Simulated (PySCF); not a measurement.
BGeH5O2S.
Bonds: O1–B2, B2–O3, B2–Ge4, Ge4–S5. Hydrogens: H6 on O1; H7 on O3; H8, H9 on Ge4; H10 on S5.

Method used: PBE0-D3(BJ)/def2-SVP geometry optimisation, gas phase in PySCF.

What internal coordinates does the optimisation give?

```csv
bond,length (Å),order
"O1–B2, B2–O3",1.358,single
B2–Ge4,2.072,single
Ge4–S5,2.248,single
"O1–H6, O3–H7",0.965,single
"Ge4–H8, Ge4–H9",1.542,single
S5–H10,1.351,single
```

Bonds in one row agree within 0.01 Å and their mean is given. Orders are formal, as drawn. A selection of angles:
```csv
angle,degrees
B2–O1–H6,115.7
O1–B2–O3,125.0
O1–B2–Ge4,116.1
O3–B2–Ge4,118.9
B2–Ge4–S5,106.3
B2–Ge4–H8,113.6
S5–Ge4–H8,109.5
S5–Ge4–H9,104.2
H8–Ge4–H9,108.3
Ge4–S5–H10,93.2
```

Dihedral angles: O1–B2–Ge4–S5 56° (synclinal); H6–O1–B2–O3 1° (synperiplanar); H7–O3–B2–O1 0° (synperiplanar); H10–S5–Ge4–B2 -44° (synclinal). The mirror-image conformer, all signs reversed, is as good.

S5 (sulfur bonded to Ge and H) is bent (angle 93.2°). Ge4 (germanium bonded to B, S and 2 H) is distorted tetrahedral (angles from 104.2° to 114.4°). Of the pairs four or more bonds apart, H6···H7 is among the closest relative to their van der Waals radii: 2.34 Å, 98 % of the sum of Bondi's values. B2 (three-coordinate boron) is planar (angles 125.0°, 118.9° and 116.1°, sum 360.0°, 0.02 Å off the plane of its three neighbours).

Point group: C1 (no symmetry element, even within 0.4 Å). Whether it is a minimum is left open (no frequencies). One conformer, not necessarily the lowest (H–O1–B2–O3 1°, O1–B2–O3–H 0°, O1–B2–Ge4–S5 56°, B2–Ge4–S5–H -44°).
